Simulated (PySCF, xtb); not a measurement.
ZrFH3, SMILES [F][ZrH3], multiplicity 1.

Harmonic wavenumbers (cm⁻¹) from GFN2-xTB run with xtb at its own minimum, in rising order: 412, 412, 445, 555, 611, 611, 1209, 1209, 1280.

### Question
What does PBE0-D3(BJ)/def2-TZVP (PySCF) give at its own minimum? (An estimate is asked for; the answer gives what the named calculation found.)

### Answer
404, 404, 526, 615, 615, 718, 1692, 1692, 1741. Paired by order, the mean absolute difference is 188 cm⁻¹ and the zero-point energies are 9.6 and 12.0 kcal/mol.
